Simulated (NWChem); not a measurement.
# C3H5BFN; SMILES NB1C=C[C@@H]1F

```xyz
11

N      0.9746    -1.8074    -0.0714
B      0.0406    -0.8035     0.1507
C     -1.4719    -0.5748    -0.1133
C     -1.2334     0.7592    -0.0810
C      0.1686     0.7705     0.4736
F      1.0910     1.5160    -0.2387
H      0.7355    -2.7208    -0.4333
H      1.9676    -1.6580     0.0495
H     -2.4001    -1.0976    -0.3555
H     -1.8567     1.6165    -0.3732
H      0.2163     1.0913     1.5290
```
Atoms are numbered in this order, from 1.

Results from NWChem. Pople sets run with spherical d functions. Structure relaxed at the PBE0/def2-SVP level. Atomic charges in e: unrestrained fits to the electrostatic potential beside Mulliken populations; buried atoms are poorly determined by the fit.

For level Hartree-Fock/6-31G*:

| Property | Value |
|---|---|
| ESP N1 | -0.96 |
| Mulliken N1 | -0.94 |
| ESP B2 | 0.46 |
| Mulliken B2 | 0.58 |
| ESP C3 | -0.37 |
| Mulliken C3 | -0.37 |
| Mulliken C5 | 0.10 |

### Question
What are these values for level B3LYP/def2-SVP?

### Answer
* **ESP N1**: -0.69
* **Mulliken N1**: -0.03
* **ESP B2**: 0.20
* **Mulliken B2**: -0.24
* **ESP C3**: -0.25
* **Mulliken C3**: 0.06
* **Mulliken C5**: 0.32
